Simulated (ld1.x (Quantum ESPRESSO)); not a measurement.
## Pseudopotential generation for gold: ultrasoft, PBEsol, fully relativistic.

ld1.x (Quantum ESPRESSO) 7.5 was run on this input:

```
&input
   title='Au', zed=79., rel=2, dft='PBESOL', iswitch=3,
   config='[Xe] 4f14 5d10 6s1 6p0', rel_dist='average',
   nld=5, rlderiv=2.30, eminld=-10.0, emaxld=5.0, deld=0.04
 /
 &inputp
   pseudotype=3, tm=.true., lloc=-1, rcloc=1.30,
   nlcc=.false.,
   which_augfun='PSQ', rmatch_augfun=0.95,
   file_pseudopw='Au.UPF', file_wfcaegen='ae.wfc', file_wfcncgen='nc.wfc', file_beta='beta', file_chi='chi', file_wfcusgen='us.wfc'
 /
6
5S  1  0   2.00   0.00  1.20  1.50  0.0
6S  2  0   1.00   0.00  1.20  1.50  0.0
5P  2  1   6.00   0.00  1.65  2.10  0.0
6P  3  1   0.00   0.00  1.65  2.10  0.0
5D  3  2  10.00   0.00  1.50  1.60  0.0
5D  3  2   0.00   0.15  1.50  1.60  0.0
 &test
   configts(1)='5s2 5p6 5d10 6s1 6p0'
 /
```

Command:

```bash
ld1.x < Au.in > Au.out
```

The program printed (shortened: banner, matrices, multipoles, cross overlaps and the repeated all-electron block are left out):

```
Program LD1 v.7.5
 state nlj           5           2   1.5000000000000000       not converged
 state nlj           5           2   2.5000000000000000       not converged
 state nlj           6           1   1.5000000000000000       not converged
 state nlj           5           1  0.50000000000000000       not converged
 state nlj           5           1   1.5000000000000000       not converged
 state nlj           4           3   2.5000000000000000       not converged
 state nlj           4           3   3.5000000000000000       not converged
 state nlj           5           2   1.5000000000000000       not converged
 state nlj           5           2   2.5000000000000000       not converged
 state nlj           6           0  0.50000000000000000       not converged
 state nlj           6           1  0.50000000000000000       not converged
 state nlj           6           1   1.5000000000000000       not converged
 classical turning point too close to mesh           6           1           1
     --------------------------- All-electron run ----------------------------

     Au
     dirac relativistic calculation

     atomic number is 79.00
     dft =PBESOL   lsd =0 sic =0 latt =0  beta=0.20 tr2=1.0E-14
     Exchange-correlation= PBESOL
                           (   1   4  10   8   0   0   0)
     mesh =1279 r(mesh) = 100.03820 a.u. xmin = -7.00 dx = 0.01250
     1 Ry =  13.60569312 eV, c = 137.03599908

     n l j   nl                  e(Ry)          e(Ha)          e(eV)
     Spin orbit split results
     1 0 0.5 1S 1( 2.00)     -5926.0618     -2963.0309    -80628.1785
     2 0 0.5 2S 1( 2.00)     -1044.7570      -522.3785    -14214.6427
     2 1 0.5 2P 1( 2.00)     -1001.7970      -500.8985    -13630.1431
     2 1 1.5 2P 1( 4.00)      -866.9343      -433.4672    -11795.2424
     3 0 0.5 3S 1( 2.00)      -246.5471      -123.2736     -3354.4445
     3 1 0.5 3P 1( 2.00)      -227.2538      -113.6269     -3091.9459
     3 1 1.5 3P 1( 4.00)      -197.4964       -98.7482     -2687.0755
     4 0 0.5 4S 1( 2.00)       -53.4846       -26.7423      -727.6952
     4 1 0.5 4P 1( 2.00)       -45.2632       -22.6316      -615.8378
     4 1 1.5 4P 1( 4.00)       -38.1202       -19.0601      -518.6512
     3 2 1.5 3D 1( 4.00)      -165.4962       -82.7481     -2251.6900
     3 2 2.5 3D 1( 6.00)      -159.0998       -79.5499     -2164.6637
     5 0 0.5 5S 1( 2.00)        -7.9507        -3.9754      -108.1748
     5 1 0.5 5P 1( 2.00)        -5.2842        -2.6421       -71.8959
     5 1 1.5 5P 1( 4.00)        -4.0681        -2.0341       -55.3495
     4 2 1.5 4D 1( 4.00)       -24.6790       -12.3395      -335.7755
     4 2 2.5 4D 1( 6.00)       -23.3490       -11.6745      -317.6794
     4 3 2.5 4F 1( 6.00)        -6.1069        -3.0535       -83.0890
     4 3 3.5 4F 1( 8.00)        -5.8267        -2.9134       -79.2769
     5 2 1.5 5D 1( 4.00)        -0.5780        -0.2890        -7.8639
     5 2 2.5 5D 1( 6.00)        -0.4655        -0.2328        -6.3341
     6 0 0.5 6S 1( 1.00)        -0.4276        -0.2138        -5.8178
     6 1 0.5 6P 1( 0.00)        -0.0813        -0.0406        -1.1058
     6 1 1.5 6P 1( 0.00)        -0.0435        -0.0217        -0.5912
     Averaged results
     1 0     1S 1( 2.00)     -5926.0618     -2963.0309    -80628.1785
     2 0     2S 1( 2.00)     -1044.7570      -522.3785    -14214.6427
     2 1     2P 1( 6.00)      -911.8886      -455.9443    -12406.8760
     3 0     3S 1( 2.00)      -246.5471      -123.2736     -3354.4445
     3 1     3P 1( 6.00)      -207.4156      -103.7078     -2822.0323
     4 0     4S 1( 2.00)       -53.4846       -26.7423      -727.6952
     4 1     4P 1( 6.00)       -40.5012       -20.2506      -551.0467
     3 2     3D 1(10.00)      -161.6584       -80.8292     -2199.4742
     5 0     5S 1( 2.00)        -7.9507        -3.9754      -108.1748
     5 1     5P 1( 6.00)        -4.4735        -2.2367       -60.8650
     4 2     4D 1(10.00)       -23.8810       -11.9405      -324.9179
     4 3     4F 1(14.00)        -5.9468        -2.9734       -80.9106
     5 2     5D 1(10.00)        -0.5105        -0.2553        -6.9460
     6 0     6S 1( 1.00)        -0.4276        -0.2138        -5.8178
     6 1     6P 1( 0.00)        -0.0561        -0.0280        -0.7627

     final scf error:  4.2E-15 reached in  40 iterations

     Etot =  -38085.634147 Ry,  -19042.817073 Ha, -518181.450593 eV

     Ekin =   43768.683191 Ry,   21884.341595 Ha,  595503.271888 eV
     Encl =  -95960.696207 Ry,  -47980.348104 Ha,-1305611.784462 eV
     Eh   =   14826.716085 Ry,    7413.358043 Ha,  201727.749081 eV
     Exc  =    -720.337216 Ry,    -360.168608 Ha,   -9800.687099 eV

     normalization and overlap integrals

     s(1S/1S) =  1.000000  <r> =   0.0169  <r2> =    0.0004  r(max) =   0.0104
     s(2S/2S) =  1.000000  <r> =   0.0705  <r2> =    0.0059  r(max) =   0.0604
     s(2P/2P) =  1.000000  <r> =   0.0580  <r2> =    0.0042  r(max) =   0.0447
     s(2P/2P) =  1.000000  <r> =   0.0665  <r2> =    0.0054  r(max) =   0.0520
     s(3S/3S) =  1.000000  <r> =   0.1833  <r2> =    0.0386  r(max) =   0.1704
     s(3P/3P) =  1.000000  <r> =   0.1736  <r2> =    0.0352  r(max) =   0.1581
     s(3P/3P) =  1.000000  <r> =   0.1893  <r2> =    0.0416  r(max) =   0.1726
     s(4S/4S) =  1.000000  <r> =   0.4070  <r2> =    0.1872  r(max) =   0.3841
     s(4P/4P) =  1.000000  <r> =   0.4094  <r2> =    0.1910  r(max) =   0.3793
     s(4P/4P) =  1.000000  <r> =   0.4436  <r2> =    0.2238  r(max) =   0.4140
     s(3D/3D) =  1.000000  <r> =   0.1648  <r2> =    0.0319  r(max) =   0.1361
     s(3D/3D) =  1.000000  <r> =   0.1696  <r2> =    0.0337  r(max) =   0.1395
     s(5S/5S) =  1.000000  <r> =   0.9275  <r2> =    0.9660  r(max) =   0.8441
     s(5P/5P) =  1.000000  <r> =   1.0035  <r2> =    1.1396  r(max) =   0.8986
     s(5P/5P) =  1.000000  <r> =   1.1037  <r2> =    1.3808  r(max) =   0.9807
     s(4D/4D) =  1.000000  <r> =   0.4520  <r2> =    0.2364  r(max) =   0.4038
     s(4D/4D) =  1.000000  <r> =   0.4632  <r2> =    0.2480  r(max) =   0.4140
     s(4F/4F) =  1.000000  <r> =   0.4953  <r2> =    0.2975  r(max) =   0.3746
     s(4F/4F) =  1.000000  <r> =   0.5023  <r2> =    0.3061  r(max) =   0.3793
     s(5D/5D) =  1.000000  <r> =   1.5708  <r2> =    2.9782  r(max) =   1.1979
     s(5D/5D) =  1.000000  <r> =   1.6566  <r2> =    3.3409  r(max) =   1.2282
     s(6S/6S) =  1.000000  <r> =   2.8449  <r2> =    9.3456  r(max) =   2.3234
     s(6P/6P) =  1.000000  <r> =   4.3958  <r2> =   23.5474  r(max) =   3.1363
     s(6P/6P) =  1.000000  <r> =   5.3529  <r2> =   35.3932  r(max) =   3.7361

     ------------------------ End of All-electron run ------------------------

     --------------------- Generating US pseudopotential ---------------------

      Generating local potential from pseudized AE potential:
      Matching radius rcloc =   1.3000

      Local pseudo, rcloc= 1.291 Estimated cut-off energy=    15.28 Ry

     Fully relativistic calculation: |psi|^2

     Wfc 5S LC norm =  0.99941287 SC norm =  0.00058711 missing  0.00000002

     Wfc 6S LC norm =  0.99994011 SC norm =  0.00005653 missing  0.00000336

     Wfc 5P LC norm =  0.99949852 SC norm =  0.00050144 missing  0.00000004

     Wfc 5P LC norm =  0.99957880 SC norm =  0.00042096 missing  0.00000024

     Wfc 6P LC norm =  0.99997664 SC norm =  0.00002283 missing  0.00000053

     Wfc 6P LC norm =  0.99998489 SC norm =  0.00001218 missing  0.00000292

     Wfc 5D LC norm =  0.99978123 SC norm =  0.00021872 missing  0.00000004

     Wfc 5D LC norm =  0.99980089 SC norm =  0.00019507 missing  0.00000404
      Wfc-us  5S rcutus= 1.500  Estimated cut-off energy=    24.79 Ry
      Wfc-us  6S rcutus= 1.500  Estimated cut-off energy=    49.67 Ry
      Wfc-us  5P rcutus= 2.076  Estimated cut-off energy=    20.95 Ry
      Wfc-us  5P rcutus= 2.076  Estimated cut-off energy=    20.53 Ry
      Wfc-us  6P rcutus= 2.076  Estimated cut-off energy=    15.97 Ry
      Wfc-us  6P rcutus= 2.076  Estimated cut-off energy=    38.27 Ry
      Wfc-us  5D rcutus= 1.617  Estimated cut-off energy=    43.97 Ry
      Wfc-us  5D rcutus= 1.617  Estimated cut-off energy=    43.75 Ry
      Wfc-us  5D rcutus= 1.617  Estimated cut-off energy=    46.48 Ry
      Wfc-us  5D rcutus= 1.617  Estimated cut-off energy=    45.63 Ry

     Q pseudized with Bessel functions
     Expected ecutrho=     571.1633 due to l1=  2   l2=  2

     ------------------- End of pseudopotential generation -------------------

 state nlj           5           2   1.5000000000000000       not converged
 state nlj           5           2   2.5000000000000000       not converged
 state nlj           6           1   1.5000000000000000       not converged
 state nlj           5           1  0.50000000000000000       not converged
 state nlj           5           1   1.5000000000000000       not converged
 state nlj           4           3   2.5000000000000000       not converged
 state nlj           4           3   3.5000000000000000       not converged
 state nlj           5           2   1.5000000000000000       not converged
 state nlj           5           2   2.5000000000000000       not converged
 state nlj           6           0  0.50000000000000000       not converged
 state nlj           6           1  0.50000000000000000       not converged
 state nlj           6           1   1.5000000000000000       not converged
 classical turning point too close to mesh           6           1           1
     Computing logarithmic derivative in   2.30902
     Computing logarithmic derivative in   2.30902
     Computing the partial wave expansion
     R is outside the sphere for l=    0 j= 0.50
     R is outside the sphere for l=    0 j= 0.50
     R is outside the sphere for l=    1 j= 0.50
     R is outside the sphere for l=    1 j= 0.50
     R is outside the sphere for l=    1 j= 1.50
     R is outside the sphere for l=    1 j= 1.50
     R is outside the sphere for l=    2 j= 1.50
     R is outside the sphere for l=    2 j= 1.50
     R is outside the sphere for l=    2 j= 2.50
     R is outside the sphere for l=    2 j= 2.50

     ---------------------- Testing the pseudopotential ----------------------

     Au
     dirac relativistic calculation

     atomic number is 79.00   valence charge is 19.00
     dft =PBESOL   lsd =0 sic =0 latt =0  beta=0.20 tr2=1.0E-14
     mesh =1279 r(mesh) = 100.03820 xmin = -7.00 dx = 0.01250

     n l  j  nl             e AE (Ry)       e PS (Ry)    De AE-PS (Ry)
     1 0 0.5 5S   1( 2.00)       -7.95070       -7.95070       -0.00000
     2 1 0.5 5P   1( 2.00)       -5.28425       -5.28425        0.00000
     2 1 1.5 5P   1( 4.00)       -4.06811       -4.06811        0.00000
     3 2 1.5 5D   1( 4.00)       -0.57798       -0.57798       -0.00000
     3 2 2.5 5D   1( 6.00)       -0.46555       -0.46556        0.00001
     2 0 0.5 6S   1( 1.00)       -0.42760       -0.42759       -0.00000
     3 1 0.5 6P   1( 0.00)       -0.08128       -0.08127       -0.00000
     3 1 1.5 6P   1( 0.00)       -0.04345       -0.04345        0.00000

     eps = 5.3E-15  iter = 35

     Etot =  -38085.634147 Ry,  -19042.817073 Ha, -518181.450593 eV
     Etotps =  -273.424778 Ry,    -136.712389 Ha,   -3720.133622 eV

     Ekin =      73.949283 Ry,      36.974642 Ha,    1006.131253 eV
     Encl =    -601.253472 Ry,    -300.626736 Ha,   -8180.470226 eV
     Ehrt =     232.927004 Ry,     116.463502 Ha,    3169.133342 eV
     Ecxc =     -25.337520 Ry,     -12.668760 Ha,    -344.734516 eV
     Epseu=      46.289926 Ry,      23.144963 Ha,     629.806525 eV

     ---------------------- End of pseudopotential test ----------------------
```

The ghost test of this file was not conclusive. Its overlap operator is not positive definite in a basis up to 400 Ry (lowest eigenvalue p3/2 -0.36), so the file is unfit for use: the generalised eigenproblem breaks down once the basis is large enough, and its test numbers describe a broken file.

Generation and configuration tests took about 3.1 s on one core of a shared server CPU.

Transferability test of the new file with ld1.x, input:

```
&input
   title='Au', zed=79., rel=2, dft='PBESOL', iswitch=2,
   config='[Xe] 4f14 5d10 6s1 6p0', rel_dist='average'
 /
 &test
   file_pseudo='Au.UPF', nconf=8,
   configts(1)='5s2 5p6 5d10 6s1 6p0',
   configts(2)='5s2 5p6 5d10 6s0 6p0',
   configts(3)='5s2 5p6 5d9 6s0 6p0',
   configts(4)='5s2 5p6 5d8 6s0 6p0',
   configts(5)='5s2 5p6 5d10 6s0.5 6p0',
   configts(6)='5s1 5p6 5d10 6s1 6p0',
   configts(7)='5s2 5p6 5d10 6s0 6p1',
   configts(8)='5s2 5p5 5d10 6s1 6p0'
 /
```

```bash
ld1.x < Au.test.in > Au.test.out
```

Pseudopotential blocks of its output, shortened (energy terms left out):

```
     ---------------------- Testing the pseudopotential ----------------------

     n l  j  nl             e AE (Ry)       e PS (Ry)    De AE-PS (Ry)
     1 0 0.5 5S   1( 2.00)       -7.95070       -7.95070       -0.00000
     2 1 0.5 5P   1( 2.00)       -5.28425       -5.28425        0.00000
     2 1 1.5 5P   1( 4.00)       -4.06811       -4.06811        0.00000
     3 2 1.5 5D   1( 4.00)       -0.57798       -0.57798       -0.00000
     3 2 2.5 5D   1( 6.00)       -0.46555       -0.46556        0.00001
     2 0 0.5 6S   1( 1.00)       -0.42760       -0.42759       -0.00000
     3 1 0.5 6P   1( 0.00)       -0.08128       -0.08127       -0.00000
     3 1 1.5 6P   1( 0.00)       -0.04345       -0.04345        0.00000

     eps = 2.8E-15  iter = 66

     Etot =  -38085.634147 Ry,  -19042.817073 Ha, -518181.450593 eV
     Etotps =  -273.424778 Ry,    -136.712389 Ha,   -3720.133627 eV

     ---------------------- End of pseudopotential test ----------------------

          ---------------------- Testing the pseudopotential ----------------------

     n l  j  nl             e AE (Ry)       e PS (Ry)    De AE-PS (Ry)
     1 0 0.5 5S   1( 2.00)       -8.57526       -8.55445       -0.02081  !
     2 1 0.5 5P   1( 2.00)       -5.91088       -5.89122       -0.01966  !
     2 1 1.5 5P   1( 4.00)       -4.69722       -4.67947       -0.01775  !
     3 2 1.5 5D   1( 4.00)       -1.20026       -1.19078       -0.00948  !
     3 2 2.5 5D   1( 6.00)       -1.08467       -1.07936       -0.00531  !
     2 0 0.5 6S   1( 0.00)       -0.97277       -0.97584        0.00307
     3 1 0.5 6P   1( 0.00)       -0.54370       -0.54587        0.00218
     3 1 1.5 6P   1( 0.00)       -0.46722       -0.46900        0.00178

     eps = 9.7E-15  iter = 98

     Etot =  -38084.939070 Ry,  -19042.469535 Ha, -518171.993592 eV
     Etotps =  -272.727918 Ry,    -136.363959 Ha,   -3710.652361 eV
     dEtot_ae =       0.695077 Ry
     dEtot_ps =       0.696860 Ry,   Delta E=      -0.001783 Ry

     ---------------------- End of pseudopotential test ----------------------
```

The test run then stopped with an error in chargeps: “negative rho”.
